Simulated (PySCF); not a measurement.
Isomers of C2H10FNSi4, mass 178.987 u with the commonest isotopes. The calculation used PBE0/pcSseg-1 in PySCF (dipole) on a GFN2-xTB geometry, gas phase. One conformer each, none proved a minimum here; rigid rotors.

Task: Order these by rotational constant B, largest first.
A. `FC([SiH3])=C1[SiH2]N([SiH3])[SiH2]1`
B. `[N:1]#[C:2][SiH2:3][CH2:4][Si:5]([F:6])([SiH3:7])[SiH3:8]` with C2–Si3–C4–Si5 -175°, Si3–C4–Si5–F6 -50°
C. `[CH:1]#[C:2][SiH2:3][Si@@H:4]([NH:5][SiH3:6])[SiH2:7][F:8]` with C2–Si3–Si4–N5 -179°, Si3–Si4–N5–Si6 64°, Si3–Si4–Si7–F8 54°
D. `[F:1][SiH2:2][C:3]#[C:4][SiH2:5][N:6]([SiH3:7])[SiH3:8]` with C4–Si5–N6–Si7 -46°
E. `[F:1][SiH2:2][Si@:3]1([SiH3:4])[CH:5]=[CH:6][N:7]1[SiH3:8]` with F1–Si2–Si3–Si4 37°

Result: E (708.8 MHz), C (648.4 MHz), A (510.6 MHz), B (483.8 MHz), D (335.3 MHz).

Task: Order these by rotational constant A, smallest first.
A. `[N:1]#[C:2][CH2:3][Si@@H:4]([F:5])[SiH2:6][SiH2:7][SiH3:8]` with C2–C3–Si4–F5 -82°, C3–Si4–Si6–Si7 -68°, Si4–Si6–Si7–Si8 -144°
B. `[N:1]#[C:2][SiH2:3][CH2:4][Si:5]([F:6])([SiH3:7])[SiH3:8]` with C2–Si3–C4–Si5 -175°, Si3–C4–Si5–F6 -50°
C. `[F:1][SiH2:2][Si@:3]1([SiH3:4])[CH:5]=[CH:6][N:7]1[SiH3:8]` with F1–Si2–Si3–Si4 37°
D. `[F:1][SiH2:2][C:3]#[C:4][SiH2:5][N:6]([SiH3:7])[SiH3:8]` with C4–Si5–N6–Si7 -46°
E. `FC([SiH3])=C1[SiH2]N([SiH3])[SiH2]1`

Result: C (1116 MHz), B (1349 MHz), A (1557 MHz), E (2266 MHz), D (2343 MHz).

Task: Order these by dipole moment, smallest first.
A. `C(F)([SiH3])=C1[SiH2]N([SiH2]1)[SiH3]`
B. `[N:1]#[C:2][CH2:3][Si@@H:4]([F:5])[SiH2:6][SiH2:7][SiH3:8]` with C2–C3–Si4–F5 -82°, C3–Si4–Si6–Si7 -68°, Si4–Si6–Si7–Si8 -144°
C. `[F:1][SiH2:2][C:3]#[C:4][SiH2:5][N:6]([SiH3:7])[SiH3:8]` with C4–Si5–N6–Si7 -46°
D. `[CH:1]#[C:2][SiH2:3][Si@@H:4]([NH:5][SiH3:6])[SiH2:7][F:8]` with C2–Si3–Si4–N5 -179°, Si3–Si4–N5–Si6 64°, Si3–Si4–Si7–F8 54°
E. `[N:1]#[C:2][SiH2:3][CH2:4][Si:5]([F:6])([SiH3:7])[SiH3:8]` with C2–Si3–C4–Si5 -175°, Si3–C4–Si5–F6 -50°
F. `[F:1][SiH2:2][Si@:3]1([SiH3:4])[CH:5]=[CH:6][N:7]1[SiH3:8]` with F1–Si2–Si3–Si4 37°

Result: A (1.19 D), F (1.71 D), C (1.94 D), D (2.39 D), B (3.26 D), E (3.68 D).

```tsv
SMILES	point group	Ia (u·Å²)	Ib (u·Å²)	Ic (u·Å²)	κ	μa (D)	μb (D)	μc (D)
F[SiH2]C#C[SiH2]N([SiH3])[SiH3]	C1	215.71	1507.24	1619.92	-0.98	1.42	0.28	1.29
N#C[SiH2]C[Si](F)([SiH3])[SiH3]	C1	374.53	1044.66	1220.50	-0.85	3.58	0.77	0.35
F[SiH2][Si@]1([SiH3])C=CN1[SiH3]	C1	452.71	712.98	851.16	-0.56	1.66	0.35	0.24
N#CC[Si@@H](F)[SiH2][SiH2][SiH3]	C1	324.64	1028.86	1181.94	-0.89	1.54	2.19	1.86
FC([SiH3])=C1[SiH2]N([SiH3])[SiH2]1	–	223.00	989.85	1189.48	-0.91	0.12	1.18	0.00
C#C[SiH2][Si@@H](N[SiH3])[SiH2]F	C1	452.84	779.47	1123.83	-0.40	2.02	0.85	0.95
```
